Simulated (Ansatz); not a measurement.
Gas-phase electronic energies from Ansatz, PBE0-D4/def2-TZVP geometries. CBS: MP2 limit from def2 TZ/QZ plus the TZ coupled-cluster correction, frozen cores. This one scheme is used for every species. DFT in def2-TZVPP. Each species was taken in one conformer, which may not be the lowest.

`C[Si](N)(S)Cl` → CH₃NH₂ + `S[Si]Cl`  (silylene formation by 1,1-elimination)

CCSD(T)/CBS gives +297.4 kJ/mol.

Problem. Another level gave +290.9 kJ/mol. Which?
A. PBE/def2-TZVPP
B. CCSD/def2-TZVPP
C. r2SCAN-D4/def2-TZVPP
D. PBE0-D4/def2-TZVPP

Solution. B. CCSD/def2-TZVPP 290.9, PBE 262.2, r2SCAN-D4 306.4, PBE0-D4 296.7 kJ/mol.

Largest T1 diagnostic among the species: 0.014.

The D4 term adds +21.7 kJ/mol with B3LYP and +12.1 kJ/mol with PBE0; it sums over pairs of atoms, weighted by their polarisabilities, and B3LYP, whose exchange is more repulsive, gets the larger term. In def2-TZVPP, CCSD(T) changes the Hartree–Fock value by +7.8 kJ/mol (the triples alone add +0.1 kJ/mol) and MP2 by +30.2 kJ/mol.

B3LYP here is the variant with VWN-RPA as its local correlation; programs differ in this.
